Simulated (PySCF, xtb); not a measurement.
S₃, SMILES [S]S[S-], charge -1, multiplicity 2.

Harmonic wavenumbers (cm⁻¹) from GFN2-xTB in xtb at its own minimum, in rising order: 202, 542, 575.

Task: What does PBE-D3(BJ)/def2-SVPD in PySCF give at its own minimum? (Estimate from the structure and the level; the computed values follow.)

Result: 211, 498, 521. Paired by order, the mean absolute difference is 36 cm⁻¹ and the zero-point energies are 1.9 and 1.8 kcal/mol.
